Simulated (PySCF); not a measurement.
ClRb, SMILES [Rb][Cl] (connectivity only; charge and spin as stated), charge +1, multiplicity 2.

Coordinates come from a B3LYP-D3(BJ)/def2-TZVPD optimisation. The spin state was assumed, not searched. The def2 effective core potentials stand for the cores of Rb; spin–orbit coupling is left out.

These are PBE/def2-TZVPD (PySCF) values and carry that method's errors.

Task: Estimate the frontier levels, dipole moment. (The exact figures need the calculation; the answer reports its results.)

Result: 
```
Quantity                                                            Value
------------------------------------------------  -----------------------
α spin, highest occupied and lowest empty level       -12.26 and -5.82 eV
β spin, highest occupied and lowest empty level      -11.85 and -11.47 eV
dipole moment about the centre of nuclear charge                   5.00 D
⟨S²⟩                                              0.753 (pure state 0.75)
```
